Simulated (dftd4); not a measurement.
Cl₂Fe (SMILES [Cl][Fe][Cl]), quintet, at a GFN2-xTB geometry (such geometries of metal compounds can be far from the true shape); D4 for revpbe in dftd4.

Here is a job for dftd4.
```
$ dftd4 mol.xyz --func revpbe --charge 0 --json dftd4.json --noedisp

# file mol.xyz
3

Fe    -0.40815377     0.20857746    -0.36293014
Cl     1.54992816     0.14750098    -0.93808064
Cl    -0.92569298    -0.46650180     1.49315026
```

It wrote (shortened):

```
                    ____  _____ _____     ____  _  _
      -------------|  _ \|  ___|_   _|---|  _ \| || |------------
     |             | | | | |_    | | ___ | | | | || |_           |
     |             | |_| |  _|   | ||___|| |_| |__   _|          |
     |             |____/|_|     |_|     |____/   |_|            |
     |             ===================================           |
     |            E. Caldeweyher, S. Ehlert & S. Grimme          |
     |          Mulliken Center for Theoretical Chemistry        |
     |                    University of Bonn                     |
      -----------------------------------------------------------

Rational (Becke-Johnson) damping: revpbe-D4-ATM
---------------------
  s6         1.0000
  s8         1.7468
  s9         1.0000
  a1         0.5363
  a2         3.0726
 alp        16.0000
--------------------

Dispersion energy:      -6.8350362281451E-03 Eh

[Info] JSON dump of results written to 'dftd4.json'
```
